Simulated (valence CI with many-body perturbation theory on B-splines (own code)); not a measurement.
# Hf I: electric-dipole lines

Level of theory: configuration interaction combined with many-body perturbation theory (CI+MBPT): four valence electrons over a frozen Dirac-Fock core [Xe] 4f14, radial functions for each j: 7 s, 7 p, 8 d, 6 f, 4 g, 1 h, with the one-electron correlation potential Σ1, the two-electron term Σ2, the three-electron term Σ3, Breit, model QED; selected CI, second order for the rest, scaled by the run's own slope (own B-spline code, finite nucleus).

Set against measurement, 28 paired levels are off by 252 cm⁻¹ on average, the worst by 727. These come from a selection out of the NIST Handbook of Basic Atomic Spectroscopic Data. Levels without a partner in it may be off by more, other configurations by 1,000 to 4,000 cm⁻¹. Among the levels kept, up to 870 cm⁻¹ of a level comes from second order outside the variational space, and about a tenth of that is noise between levels of different J, which matters for small intervals.

Lines 51 to 100 of 558 in falling wavelength, among levels below 45820 cm⁻¹, chosen from the strongest by gf and those to the six lowest levels. Wavelengths and rates use the calculated energies, so an error of 300 cm⁻¹ moves a line at 11520 Å by 3.5 % and its rate by three times that or more. Electric multipoles are in the length gauge, E1 and E2 with the static RPA response of the core. Weak lines are less certain than strong ones. Lines between different terms over intervals too small for the method are left out, as are lines whose strength nearly cancels. Where a level lies close to another of its J and parity, the split of strength between their lines is uncertain. The highest levels of a list are the least certain.

Names give the largest LS component (configuration and term), which can be under half, so a name can repeat, a term be missing and a line seem to break the LS rules; names also repeat where a configuration has a term twice. Letters in brackets count levels of one name in rising energy.

```
λ vac (Å)              Upper              Lower   A (s⁻¹)  log gf  Branch %
    16010      5d²6s7p ⁵G°_3       5d²6s7s ⁵F_2  8.28e+06    0.35      23.9
    15860      5d²6s7p ⁵F°_2       5d²6s7s ⁵F_1  3.64e+06   -0.16      10.7
    15850  5d²6s6p ³G°_4 [a]         5d³6s ³G_4  3.12e+05   -0.98       2.9
    15810  5d²6s6p ³F°_3 [d]       5d6s²7s ³D_2  9.45e+05   -0.61       2.2
    15760      5d²6s7p ³F°_2       5d²6s7s ⁵F_2  1.42e+06   -0.58       1.9
    15750      5d²6s7p ⁵F°_1       5d²6s7s ⁵F_1  6.69e+06   -0.13      20.4
    15690  5d²6s6p ¹D°_2 [b]       5d6s²7s ³D_2  1.36e+06   -0.60       0.9
    15620  5d6s²7p ³P°_0 [b]     5d³6s ³D_1 [b]  3.15e+06   -0.94       2.0
    15060  5d²6s6p ³P°_1 [c]     5d³6s ³D_1 [b]  8.97e+05   -1.04       0.5
    14960      5d²6s7p ⁵G°_2     5d³6s ¹D_2 [b]  1.36e+06   -0.64       5.3
    14870      5d²6s7p ⁵D°_0       5d²6s7s ⁵F_1  9.04e+06   -0.52      16.0
    14860  5d²6s6p ³P°_2 [b]       5d6s²7s ³D_2  2.29e+06   -0.42       2.3
    14460       5d²6s7s ³F_3  5d²6s6p ³G°_4 [d]  6.68e+05   -0.83       0.9
    14430  5d²6s6p ³P°_1 [c]     5d³6s ³D_2 [b]  1.77e+06   -0.78       1.0
    14310      5d6s²7p ³F°_2       5d6s²7s ³D_2  8.27e+05   -0.90       2.5
    14080      5d²6s7p ⁵F°_2     5d³6s ¹D_2 [b]  2.22e+06   -0.48       6.6
    14070      5d6s²7p ¹F°_3       5d6s²7s ³D_2  5.11e+06    0.03       4.5
    14070      5d6s²7p ³F°_2       5d6s²7s ³D_1  4.97e+06   -0.13      15.0
    13920  5d²6s6p ³G°_5 [a]         5d³6s ³G_5  4.46e+05   -0.85       3.2
    13700  5d²6s6p ³D°_2 [d]     5d³6s ³F_3 [b]  7.06e+05   -1.00       0.4
    13580  5d²6s6p ³F°_4 [c]         5d³6s ¹H_5  7.71e+05   -0.72       0.4
    13540      5d6s²7p ³D°_1       5d6s²7s ³D_2  1.23e+06   -0.99       1.3
    13420      5d²6s6p ¹F°_3       5d6s²7s ³D_2  4.55e+05   -1.07       0.2
    13320      5d6s²7p ³D°_1       5d6s²7s ³D_1  6.08e+06   -0.31       6.5
    13090       5d²6s7s ³F_4  5d²6s6p ³F°_4 [b]  7.86e+05   -0.74       1.1
    12940  5d²6s6p ³D°_3 [c]     5d³6s ³F_4 [b]  9.73e+05   -0.77       0.9
    12530  5d²6s6p ¹D°_2 [b]         5d³6s ¹F_3  8.06e+05   -1.02       0.5
    12450    5d³6p ⁵F°_2 [b]       5d6s²7s ³D_2  1.97e+06   -0.64       2.0
    12370      5d²6s6p ⁵F°_1         5d³6s ⁵F_1  1.35e+06   -1.03      40.5
    12320  5d²6s6p ¹D°_2 [c]     5d³6s ³D_3 [b]  2.16e+06   -0.61       1.1
    12270    5d³6p ⁵F°_2 [b]       5d6s²7s ³D_1  8.02e+05   -1.04       0.8
    12260      5d²6s6p ⁵F°_2         5d³6s ⁵F_2  1.11e+06   -0.90      38.5
    12130      5d²6s6p ⁵F°_3         5d³6s ⁵F_3  1.33e+06   -0.69      49.4
    12100  5d²6s6p ⁵D°_4 [b]         5d³6s ³G_5  4.44e+05   -1.06       6.1
    12030       5d²6s7s ³F_3  5d²6s6p ³G°_3 [e]  6.05e+05   -1.04       0.9
    11990  5d²6s6p ³P°_2 [b]         5d³6s ¹F_3  1.08e+06   -0.93       1.1
    11840      5d²6s6p ⁵F°_4         5d³6s ⁵F_4  1.67e+06   -0.50      63.4
    11730  5d²6s6p ³F°_4 [c]         5d³6s ¹G_4  5.14e+05   -1.02       0.3
    11710  5d²6s6p ³P°_1 [c]       5d6s²7s ³D_2  1.95e+06   -0.92       1.1
    11550  5d²6s6p ³D°_2 [b]     5d³6s ³D_3 [a]  1.21e+06   -0.92       1.5
    11520      5d6s²6p ³D°_1        5d²6s² ³P_0  3.34e+05   -1.70      16.8
    11500      5d²6s6p ³H°_4         5d³6s ³H_4  6.05e+05   -0.97       4.5
    11460      5d6s²7p ³F°_3       5d6s²7s ³D_2  1.25e+06   -0.77       1.3
    11450      5d²6s6p ⁵F°_5         5d³6s ⁵F_5  2.08e+06   -0.35      61.4
    11330       5d²6s7s ³F_3  5d²6s6p ³D°_2 [b]  1.98e+06   -0.57       2.8
    11250  5d²6s6p ³D°_1 [e]     5d³6s ³F_2 [b]  2.14e+06   -0.92       1.7
    11190      5d6s²7p ³D°_3     5d³6s ³D_3 [b]  1.35e+06   -0.75       2.0
    11160       5d²6s7s ³F_4  5d²6s6p ³G°_5 [b]  2.31e+06   -0.41       3.4
    10970      5d6s²7p ³F°_4     5d³6s ³D_3 [b]  2.11e+06   -0.47       5.5
    10760  5d²6s6p ³G°_5 [b]         5d³6s ³H_5  1.11e+06   -0.67      10.6
```
